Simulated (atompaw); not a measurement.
# Building the PAW (atompaw) potential for indium (PBEsol, scalar-relativistic).

| Item | Value |
| --- | --- |
| Element | indium (In) |
| Generator | atompaw 4.2.0.5 |
| Type | PAW |
| Functional | PBEsol |
| Relativity | scalar-relativistic |
| Frozen core | [Kr] 4d10 |
| Valence charge | 3 |
| Reference configuration | 5s1 5p0 (charge +2) |
| Partial waves | 5s (bound): rc 2.70 bohr; 5s channel at -0.1 Ry: rc 2.70 bohr; 5p (bound, empty): rc 2.70 bohr; 5p channel at 1.9 Ry: rc 2.70 bohr |
| Local potential | bessel scheme, radius 2.42 bohr |
| Core correction | smooth core density matched at 1.45 bohr |
| Augmentation charge | sinc compensation charge, radius 2.15 bohr; PAW radius 2.70 bohr; waves and projectors: modrrkj vanderbiltortho |

All-electron outer shells of the reference configuration (PBEsol, scalar-relativistic, ld1.x):

```tsv
shell	level (eV)	outermost node (bohr)	outermost maximum (bohr)
5s	-23.68	1.02	2.03
5p	-16.14	1.13	2.45
```

Q: Estimate the cutoffs (Ry, on a coarse ladder) from which the occupation-weighted sum of valence levels, in a spherical-Bessel basis at the reference potential, stays within 10 and 1 mRy of its value at 400 Ry.

A: 6 Ry and 6 Ry.

Q: Does the potential have ghost states?

A: No extra level below or beside the all-electron valence levels (s, p, d, f tested).

Q: Is the overlap operator S = 1 + Σ q|β⟩⟨β| positive definite (Bessel basis up to 400 Ry)?

A: Yes: its lowest eigenvalue is 0.18 (s channel).
